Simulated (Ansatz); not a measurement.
# Molecular dynamics of H₉NOSi₂

Input file:

```yaml
crystal:
  periodic: [false, false, false]
  atoms:
    - { symbol: Si, position_ang: [-0.576309, 0.631408, 0.15443] }
    - { symbol: Si, position_ang: [0.341059, -2.119827, 0.223838] }
    - { symbol: H, position_ang: [-1.911969, 0.270519, -0.362143] }
    - { symbol: H, position_ang: [-0.37832, 0.264215, 1.578945] }
    - { symbol: "N", position_ang: [-0.17574, 2.320963, 0.242684] }
    - { symbol: H, position_ang: [0.577994, -0.569983, -1.182565] }
    - { symbol: O, position_ang: [0.41074, 0.454473, -1.46709] }
    - { symbol: H, position_ang: [1.377139, -2.15271, 1.310631] }
    - { symbol: H, position_ang: [-0.94288, -2.465516, 0.922689] }
    - { symbol: H, position_ang: [0.638727, -3.321079, -0.631688] }
    - { symbol: H, position_ang: [-0.336822, 2.96053, -0.526546] }
    - { symbol: H, position_ang: [-0.283602, 2.788577, 1.134172] }
    - { symbol: H, position_ang: [1.259985, 0.938429, -1.397254] }
magnetization:
  spin_polarized: true
basis:
  gaussian: { orbitals: "6-31G*" }
hamiltonian:
  xc: b3lyp
  dispersion: d4
md:
  timestep: 0.5
  n_steps: 200
  ensemble: nve
  temperature: 100.0
  initial_velocities: maxwell_boltzmann
  seed: 5489
```

Launched with:

```bash
$ ansatz run input.yaml --threads 2 --pin off --max-ram 3072MiB --backend cpu --events-out ev --progress --plain --runs-dir out
```

It starts at the highest image of a converged band. Of that band: Beside the main top the profile has a ripple of under 15 meV (maxima at images 2, 5), which may be a very shallow well or noise. A structure lower than the last end lies on the path between it and the top, so the climb from that side starts below the end, which may itself be a saddle point or a shallow side well. Neighbouring images differ by up to 2.6 eV, so the band resolves the path poorly. A vibrational analysis at the climbing image gives one clearly imaginary mode, 597i cm⁻¹: a first-order saddle point.

Output, in part (step lines, the closing report, with atoms numbered from 0):

```
md step     0: t =     0.00 fs  T =   100.0 K  F+E_penalty+E_count = -19437.96219190 eV  E_kin = 0.142186 eV  conserved = -19437.82000590 eV  (29 SCF iters)
md step     1: t =     0.50 fs  T =    98.0 K  F+E_penalty+E_count = -19437.95930312 eV  E_kin = 0.139336 eV  conserved = -19437.81996726 eV  (27 SCF iters)
md step     2: t =     1.00 fs  T =    92.7 K  F+E_penalty+E_count = -19437.95160582 eV  E_kin = 0.131742 eV  conserved = -19437.81986415 eV  (27 SCF iters)
md step     3: t =     1.50 fs  T =    85.1 K  F+E_penalty+E_count = -19437.94071955 eV  E_kin = 0.120992 eV  conserved = -19437.81972758 eV  (27 SCF iters)
md step     4: t =     2.00 fs  T =    76.8 K  F+E_penalty+E_count = -19437.92878498 eV  E_kin = 0.109186 eV  conserved = -19437.81959897 eV  (26 SCF iters)
md step     5: t =     2.50 fs  T =    69.1 K  F+E_penalty+E_count = -19437.91782787 eV  E_kin = 0.098317 eV  conserved = -19437.81951096 eV  (26 SCF iters)
md step     6: t =     3.00 fs  T =    63.1 K  F+E_penalty+E_count = -19437.90924033 eV  E_kin = 0.089762 eV  conserved = -19437.81947794 eV  (25 SCF iters)
md step     7: t =     3.50 fs  T =    59.1 K  F+E_penalty+E_count = -19437.90356071 eV  E_kin = 0.084069 eV  conserved = -19437.81949129 eV  (26 SCF iters)
[... lines left out ...]
Total energy: -19439.13178981 eV, -714.3749169587 hartree
Atom 0 at    -1.079646     0.324127     0.694000 Å, force     1.346494    -0.257636    -0.750496 eV/Å
Atom 1 at     0.341070    -1.597103     0.337245 Å, force    -1.240124    -0.560040     0.270680 eV/Å
Atom 2 at    -2.444797     0.454562     0.010024 Å, force     0.680111     0.034232     0.252202 eV/Å
Atom 3 at    -1.252268     0.372133     2.164151 Å, force    -0.159168     0.031763     0.139297 eV/Å
Atom 4 at     0.238653     1.476024     0.292410 Å, force    -0.638823     0.267551    -0.087899 eV/Å
Atom 5 at     1.145339     0.122600    -3.164297 Å, force     0.003202    -0.088039    -0.065642 eV/Å
Atom 6 at     0.837527     0.773714    -2.520081 Å, force     0.080741     0.053549     0.358068 eV/Å
Atom 7 at     1.426555    -1.355252     1.316774 Å, force     0.123921    -0.014416     0.072173 eV/Å
Atom 8 at    -0.394499    -2.864613     0.728403 Å, force     0.296398     0.184620     0.027094 eV/Å
Atom 9 at     0.980888    -1.982035    -0.962854 Å, force    -0.117846     0.457143    -0.020994 eV/Å
Atom 10 at     0.187723     1.849513    -0.656992 Å, force     0.035429     0.067187     0.239967 eV/Å
Atom 11 at     0.501778     2.214976     0.949658 Å, force    -0.339597    -0.206177    -0.234107 eV/Å
Atom 12 at     1.340961     0.572527    -1.709824 Å, force    -0.070737     0.030264    -0.200345 eV/Å
Dipole moment:     0.123131     0.168410    -0.050399 e Å
```

The steps, from the saved trajectory:

| time (fs) | T (K) | potential energy less start (eV) | conserved less start (meV/atom) |
| --- | --- | --- | --- |
| 0 | 100 | 0.000 | 0.00 |
| 3 | 63 | 0.053 | 0.04 |
| 6 | 60 | 0.057 | 0.03 |
| 9 | 64 | 0.052 | 0.01 |
| 12 | 44 | 0.080 | 0.05 |
| 15 | 79 | 0.030 | 0.01 |
| 18 | 79 | 0.030 | 0.03 |
| 21 | 98 | 0.003 | 0.03 |
| 24 | 116 | -0.022 | 0.02 |
| 27 | 120 | -0.028 | 0.04 |
| 30 | 174 | -0.105 | 0.02 |
| 33 | 201 | -0.143 | 0.03 |
| 36 | 255 | -0.220 | 0.03 |
| 39 | 330 | -0.327 | 0.02 |
| 42 | 387 | -0.407 | 0.04 |
| 45 | 478 | -0.537 | 0.01 |
| 48 | 551 | -0.640 | 0.03 |
| 51 | 634 | -0.759 | 0.03 |
| 54 | 723 | -0.885 | 0.01 |
| 57 | 774 | -0.958 | 0.03 |
| 60 | 846 | -1.061 | 0.01 |
| 63 | 887 | -1.119 | 0.02 |
| 66 | 909 | -1.150 | 0.03 |
| 69 | 938 | -1.192 | 0.01 |
| 72 | 922 | -1.168 | 0.03 |
| 75 | 921 | -1.167 | 0.02 |
| 78 | 912 | -1.154 | 0.02 |
| 81 | 913 | -1.155 | 0.03 |
| 84 | 936 | -1.188 | 0.01 |
| 87 | 927 | -1.176 | 0.03 |
| 90 | 943 | -1.198 | 0.01 |
| 93 | 933 | -1.184 | 0.02 |
| 96 | 922 | -1.169 | 0.02 |
| 99 | 928 | -1.177 | 0.01 |

The run went to its last step. The conserved energy stayed within 0.05 meV per atom of its start (net change 0.0064 meV per atom), so the integration is sound. The kinetic energy rose, since the run started high on the potential surface and went downhill. It ends in pieces (H2O + H7NSi2), so much of that is their flight and rotation, not heat. A run of 0.1 ps of so small a system gives no equilibrium averages. The orbitals were unrestricted but ended closed-shell.

Between its relaxed ends the band would form Si1–O7, Si2–H6 and break Si1–Si2, H6–O7. These pairs go: Si1–O7 1.91 → 3.77 Å, Si2–H6 2.11 → 3.98 Å, Si1–Si2 2.90 → 2.42 Å, H6–O7 1.08 → 0.97 Å. In the last frame they stand as before the step (other bonds may differ from the relaxed reactants and products). It ends as H2O + H7NSi2. Pairs count as bonded within 1.25 times the sum of covalent radii (0.12 Å more for H–H).

Last frame:

```xyz
13
Properties=species:S:1:pos:R:3
Si -1.080 0.324 0.694
Si 0.341 -1.597 0.337
H -2.445 0.455 0.010
H -1.252 0.372 2.164
N 0.239 1.476 0.292
H 1.145 0.123 -3.164
O 0.838 0.774 -2.520
H 1.427 -1.355 1.317
H -0.395 -2.865 0.728
H 0.981 -1.982 -0.963
H 0.188 1.849 -0.657
H 0.502 2.215 0.950
H 1.341 0.573 -1.710
```

Time of the run: 13 min on 2 threads of Arm Neoverse V1, with other jobs on the host, peak memory 0.25 GiB.
